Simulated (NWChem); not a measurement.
System: C$_{2}$H$_{4}$F$_{2}$Si; SMILES C(=C[SiH3])(F)F

Here is an NWChem input.

```
start job
memory heap 200 mb stack 900 mb global 1100 mb
geometry units angstroms noautoz
  F      1.249297    -1.033165     0.000000
  C     -0.078141    -0.969388     0.000000
  F     -0.576750    -2.196651     0.000000
  C     -0.778326     0.158154     0.000000
  Si     0.003036     1.855156     0.000000
  H     -1.857613     0.039781     0.000000
  H      0.851891     2.067524    -1.202550
  H     -1.091615     2.859924     0.000000
  H      0.851891     2.067524     1.202550
end
basis spherical
  * library def2-tzvp
end
dft
  xc xpbe96 cpbe96
  iterations 150
  semidirect filesize 400000000
  mulliken
end
task dft energy
```

Parts of the log:

```
             Northwest Computational Chemistry Package (NWChem) 7.3.0
             --------------------------------------------------------

 CS  symmetry detected

                             Geometry "geometry" -> ""
                             -------------------------

 Output coordinates in angstroms (scale by  1.889725989 to convert to a.u.)

  No.       Tag          Charge          X              Y              Z
 ---- ---------------- ---------- -------------- -------------- --------------
    1 F                    9.0000     1.25333280    -1.01626315     0.00000000
    2 C                    6.0000    -0.07397819    -0.94989518     0.00000000
    3 F                    9.0000    -0.57498179    -2.17618258     0.00000000
    4 C                    6.0000    -0.77196095     0.17901140     0.00000000
    5 Si                  14.0000     0.01271203     1.87448499     0.00000000
    6 H                    1.0000    -1.85147695     0.06274534     0.00000000
    7 H                    1.0000     0.86197995     2.08519566    -1.20255000
    8 H                    1.0000    -1.07997563     2.88138778     0.00000000
    9 H                    1.0000     0.86197995     2.08519566     1.20255000

 Effective nuclear repulsion energy (a.u.)     218.1753060354

      Symmetry information
      --------------------

 Group name             Cs
 Group number              2
 Group order               2
 No. of unique centers     8

  pbe96 is a nonlocal functional; adding pw91lda local functional.

                                 NWChem DFT Module
                                 -----------------

 Summary of "ao basis" -> "ao basis" (spherical)
 ------------------------------------------------------------------------------
       Tag                 Description            Shells   Functions and Types
 ---------------- ------------------------------  ------  ---------------------
 F                         def2-tzvp                11       31   5s3p2d1f
 C                         def2-tzvp                11       31   5s3p2d1f
 Si                        def2-tzvp                13       37   5s5p2d1f
 H                         def2-tzvp                 4        6   3s1p

      Symmetry analysis of basis
      --------------------------

        a'        125
        a"         60

            General Information
            -------------------
          SCF calculation type: DFT
          Wavefunction type:  closed shell.
          No. of atoms     :     9
          No. of electrons :    48
           Alpha electrons :    24
            Beta electrons :    24
          Charge           :     0
          Spin multiplicity:     1
          Use of symmetry is: on ; symmetry adaption is: on
          Maximum number of iterations: 150
          AO basis - number of functions:   185
                     number of shells:    73
          Convergence on energy requested:  1.00D-06
          Convergence on density requested:  1.00D-05
          Convergence on gradient requested:  5.00D-04

              XC Information
              --------------
          PerdewBurkeErnzerhof Exchange Functional  1.000
            Perdew 1991 LDA Correlation Functional  1.000 local
           PerdewBurkeErnz. Correlation Functional  1.000 non-local

             Grid Information
             ----------------
          Grid used for XC integration:  medium
          Radial quadrature: Mura-Knowles
          Angular quadrature: Lebedev.
          Tag              B.-S. Rad. Rad. Pts. Rad. Cut. Ang. Pts.
          ---              ---------- --------- --------- ---------
          F                   0.50       49          13.0       434
          C                   0.70       49          11.0       434
          Si                  1.10       88          10.0       590
          H                   0.35       45          11.0       434
          Grid pruning is: on
          Number of quadrature shells:   419
          Spatial weights used:  Erf1

      Superposition of Atomic Density Guess
      -------------------------------------

 Sum of atomic energies:        -565.01346044

      Non-variational initial energy
      ------------------------------

 Total energy =    -566.904832
 1-e energy   =   -1215.862575
 2-e energy   =     430.782436
 HOMO         =      -0.283663
 LUMO         =       0.050906

      Symmetry analysis of molecular orbitals - initial
      -------------------------------------------------

  Numbering of irreducible representations:

     1 a'          2 a"

  Orbital symmetries:

     1 a'          2 a'          3 a'          4 a'          5 a'
     6 a'          7 a'          8 a'          9 a"         10 a'
    11 a'         12 a'         13 a'         14 a'         15 a'
    16 a"         17 a'         18 a"         19 a'         20 a'
    21 a"         22 a'         23 a'         24 a"         25 a"
    26 a'         27 a'         28 a'         29 a"         30 a'
    31 a'         32 a'         33 a'         34 a"

------------------------------------------------------------
EAF file 0: "./job.aoints.0" size=301465600 bytes
------------------------------------------------------------
               write      read    awrite     aread      wait
               -----      ----    ------     -----      ----
     calls:      575         0         0         0         0
   data(b): 3.01e+08  0.00e+00  0.00e+00  0.00e+00
   time(s): 0.00e+00  0.00e+00  0.00e+00  0.00e+00  0.00e+00
rate(mb/s): 0.00e+00  0.00e+00
------------------------------------------------------------

     ---------------------------------------------
      Total Density - Mulliken Population Analysis
     ---------------------------------------------

    Atom       Charge   Shell Charges
 -----------   ------   -------------------------------------------------------
    1 F    9     9.33   0.77  1.20  0.61  1.00  0.31  2.30  2.30  0.83  0.00  0.01  0.00
    2 C    6     4.98   0.85  1.12  0.51  0.50  0.03  0.82  0.79  0.14  0.05  0.14  0.02
    3 F    9     9.33   0.77  1.20  0.61  1.00  0.31  2.30  2.29  0.83  0.00  0.01  0.00
    4 C    6     6.75   0.86  1.12  0.57  0.66  0.11  1.33  1.53  0.54  0.01  0.02  0.01
    5 Si  14    13.65   2.00  0.59  1.39  0.87  0.46  4.11  1.73  0.52  1.30  0.46  0.09  0.10  0.02
    6 H    1     0.81   0.23  0.44  0.12  0.03
    7 H    1     1.05   0.23  0.55  0.27  0.01
    8 H    1     1.05   0.23  0.55  0.26  0.01
    9 H    1     1.05   0.23  0.55  0.27  0.01

   convergence    iter        energy       DeltaE   RMS-Dens  Diis-err
 ---------------- ----- ----------------- --------- --------- ---------
 d= 0,ls=0.0,diis     1   -567.3097729940 -7.85D+02  7.07D-03  1.85D+00
 d= 0,ls=0.0,diis     2   -567.0283228161  2.81D-01  4.96D-03  4.46D+00
 d= 0,ls=0.0,diis     3   -567.4229371298 -3.95D-01  2.26D-03  2.17D-01
 d= 0,ls=0.0,diis     4   -567.4297945728 -6.86D-03  1.19D-03  1.70D-01
 d= 0,ls=0.0,diis     5   -567.4519997422 -2.22D-02  2.18D-04  4.74D-03
  Resetting Diis
 d= 0,ls=0.0,diis     6   -567.4523618779 -3.62D-04  5.43D-05  1.42D-04
 d= 0,ls=0.0,diis     7   -567.4523767991 -1.49D-05  2.99D-05  8.56D-06
 d= 0,ls=0.0,diis     8   -567.4523748090  1.99D-06  2.02D-05  2.64D-05
 d= 0,ls=0.0,diis     9   -567.4523776875 -2.88D-06  4.13D-06  1.82D-06
 d= 0,ls=0.0,diis    10   -567.4523778774 -1.90D-07  1.15D-06  1.55D-07

         Total DFT energy =     -567.452377877441
      One electron energy =    -1218.251099831887
           Coulomb energy =      486.327636468108
    Exchange-Corr. energy =      -53.704220549087
 Nuclear repulsion energy =      218.175306035425

 Numeric. integr. density =       47.999995638336

                  Occupations of the irreducible representations
                  ----------------------------------------------

                     irrep           alpha         beta
                     --------     --------     --------
                     a'               19.0         19.0
                     a"                5.0          5.0

                       DFT Final Molecular Orbital Analysis
                       ------------------------------------

 Vector   22  Occ=2.000000D+00  E=-3.175326D-01  Symmetry=a"
              MO Center=  4.6D-01,  1.8D+00,  4.7D-14, r^2= 2.6D+00
   Bfn.  Coefficient  Atom+Function         Bfn.  Coefficient  Atom+Function
  ----- ------------  ---------------      ----- ------------  ---------------
   141      0.299170  5 Si pz               169     -0.209741  7 H  s
   181      0.209741  9 H  s                168     -0.132560  7 H  s
   180      0.132560  9 H  s                132     -0.129683  5 Si pz
   138      0.124308  5 Si pz               170     -0.124365  7 H  s
   182      0.124365  9 H  s                144      0.099867  5 Si pz

 Vector   23  Occ=2.000000D+00  E=-3.096074D-01  Symmetry=a'
              MO Center= -2.9D-01,  2.3D+00, -4.2D-14, r^2= 2.4D+00
   Bfn.  Coefficient  Atom+Function         Bfn.  Coefficient  Atom+Function
  ----- ------------  ---------------      ----- ------------  ---------------
   139      0.275117  5 Si px               175     -0.257229  8 H  s
   174     -0.161402  8 H  s                176     -0.161884  8 H  s
   169      0.135355  7 H  s                181      0.135355  9 H  s
   130     -0.121194  5 Si px               136      0.118225  5 Si px
   140     -0.100484  5 Si py               142      0.094697  5 Si px

[...]
```

Level: PBE/def2-TZVP. Coordinates come from a B3LYP/6-31G* (spherical d) optimisation.
